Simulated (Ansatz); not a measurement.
C3H8BF can be A, `BC(C)(C)F`, or B, `BC(F)CC`.

Program: Ansatz. Geometries: PBE0-D4/def2-TZVP. ΔE: electronic, gas phase. CBS: MP2 limit from def2 TZ/QZ plus the TZ coupled-cluster correction, frozen cores. Functionals use def2-TZVPP. B3LYP here is the variant with VWN-RPA as its local correlation; programs differ in this. One conformer a species, not always the lowest.

A:

Z-matrix (Å, degrees):
```
C
C 1 1.523
C 1 1.523 2 111.3
B 1 1.563 2 110.5 3 123.3
F 1 1.409 2 106.6 3 -115.9
H 2 1.091 1 110.9 3 -61.2
H 2 1.092 1 111.3 3 177.9
H 2 1.093 1 109.2 3 58.7
H 3 1.091 1 110.8 2 61.2
H 3 1.093 1 109.2 2 -58.6
H 3 1.092 1 111.3 2 -177.8
H 4 1.196 1 118.2 2 -62.1
H 4 1.193 1 121.4 2 117.8
```

B:

```xyz
13

B     1.436   -1.100   -0.272
C     0.122   -0.883    0.529
F    -0.518   -2.086    0.841
C    -0.906    0.052   -0.108
C    -0.453    1.500   -0.172
H     1.822   -2.198   -0.533
H     2.076   -0.146   -0.600
H     0.424   -0.432    1.493
H    -1.161   -0.314   -1.108
H    -1.817   -0.030    0.491
H    -0.208    1.882    0.822
H     0.429    1.626   -0.802
H    -1.246    2.130   -0.581
```

Question: Which is lower in electronic energy at CCSD(T)/CBS, and by how much? (Best estimate.)

Answer: Ansatz gave: A, by 4.0 kcal/mol.

Question: Give E(B) − E(A) in kcal/mol with ωB97M-V, CCSD/def2-TZVPP, B3LYP, MP2/def2-TZVPP, r2SCAN-D4, B3LYP-D4, CCSD(T)/def2-TZVPP. (Estimate.)

Answer: Ansatz gave: ωB97M-V 3.8, CCSD/def2-TZVPP 3.7, B3LYP 3.1, MP2/def2-TZVPP 4.3, r2SCAN-D4 4.2, B3LYP-D4 3.5, CCSD(T)/def2-TZVPP 4.0. None reverses the order clearly.

Largest T1 diagnostic: 0.010.

In def2-TZVPP, CCSD(T) changes the Hartree–Fock value by +0.9 kcal/mol (the triples alone add +0.2 kcal/mol) and MP2 by +1.2 kcal/mol.
